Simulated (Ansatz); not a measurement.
Molecule: C₆H₈Si, net charge 0, singlet state. SMILES: [SiH3]c1ccccc1
Coordinates optimised at B3LYP-D3(BJ)/def2-TZVP (Ansatz, a program for electronic structure):
```
C
C 1 1.3993
H 2 1.0839 1 119.86
C 2 1.3894 3 119.09 1 179.71
H 4 1.0826 2 119.94 3 0.19
C 4 1.3899 5 120.07 2 179.79
H 6 1.0825 4 120.10 5 0.05
C 6 1.3900 7 120.10 4 179.76
H 8 1.0826 6 120.07 7 -0.05
C 8 1.3893 9 119.94 6 179.79
H 10 1.0839 8 119.08 9 -0.19
Si 1 1.8704 2 120.96 3 -1.75
H 12 1.4822 1 109.79 2 29.64
H 12 1.4822 13 109.71 1 -120.79
H 12 1.4839 13 108.12 14 -117.66
```
Charge 0, spin multiplicity 1.

Computed values are from Ansatz. Correlated levels leave the core frozen unless marked. UHF or UKS for open shells. No spin-orbit coupling. No relativistic terms. CBS(X,Y): correlation extrapolated as X^-3; Hartree-Fock from the larger set.

The atomisation energy De is 1573.9 kcal/mol at CCSD(T)/CBS(cc-pV(T+d)Z,cc-pV(Q+d)Z), the total energy is -522.1843 Eh at CCSD(T)/CBS(cc-pV(T+d)Z,cc-pV(Q+d)Z) and the dipole moment is 0.92 D at CCSD(T)/aug-cc-pV(D+d)Z. The T1 diagnostic comes out as 0.011 at CCSD/cc-pV(Q+d)Z.

The Hartree-Fock reference is unstable (checked in the largest basis), which strains HF and MP2.
